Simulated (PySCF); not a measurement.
Excitation energies in several basis sets

Compound: C₂H₇BO₂S.
Numbering: `[CH3:1][O:2][B:3]([OH:4])[S:5][CH3:6]` (hydrogens: H7, H8, H9 on C1; H10 on O4; H11, H12, H13 on C6)

TDDFT with PBE0 (PySCF), vertical singlets, core orbitals frozen in the response, spherical d and f functions. Isolated species at its PBE0-D3(BJ)/def2-SVP geometry (one conformer only).

Question: How do the low singlets change with the basis? Take 6-31G*, def2-SVP, 6-31+G*, def2-SVPD, aug-cc-pVDZ, def2-TZVP and def2-TZVPD.

Answer: 

| basis | functions | diffuse | S1 (eV) | S2 (eV) | S3 (eV) | S4 (eV) | S5 (eV) | LUMO (eV) | α (au) |
| --- | --- | --- | --- | --- | --- | --- | --- | --- | --- |
| 6-31G* | 102 | no | 6.47 | 7.13 | 7.32 | 8.57 | 8.69 | 1.57 | 55.3 |
| def2-SVP | 123 | no | 6.49 | 6.70 | 7.04 | 8.17 | 8.44 | 1.11 | 55.1 |
| 6-31+G* | 126 | yes | 5.60 | 5.77 | 6.50 | 6.61 | 6.94 | -0.23 | 62.7 |
| def2-SVPD | 189 | yes | 5.77 | 6.00 | 6.80 | 6.83 | 7.34 | -0.04 | 68.8 |
| aug-cc-pVDZ | 205 | yes | 5.52 | 5.71 | 6.34 | 6.44 | 6.70 | -0.38 | 69.8 |
| def2-TZVP | 234 | no | 6.09 | 6.20 | 6.81 | 7.45 | 7.97 | 0.52 | 65.0 |
| def2-TZVPD | 300 | yes | 5.62 | 5.74 | 6.52 | 6.67 | 6.96 | -0.22 | 70.0 |

States are compared by their number. Against the largest diffuse basis here (def2-TZVPD, itself not a converged limit), sets without diffuse functions differ by up to 0.87 eV in S1 and 1.74 eV in S5; the smaller diffuse sets differ by up to 0.15 and 0.38 eV. Every set without diffuse functions puts S1 more than 0.3 eV higher, so even the lowest state needs them here. State by state, the largest deviation of a set without diffuse functions is S1 0.87, S2 1.40, S3 0.79, S4 1.90, S5 1.74 eV. The same number needn't mean the same state in each row. Against def2-TZVPD the polarisability deviates by -21% in 6-31G*, -21% in def2-SVP, -10% in 6-31+G*, -2% in def2-SVPD, 0% in aug-cc-pVDZ, -7% in def2-TZVP. A single + in a Pople set puts diffuse functions on heavy atoms only.

Without π bonds the low states may be Rydberg-like; a valence basis with one diffuse set may place them up to an eV too high.
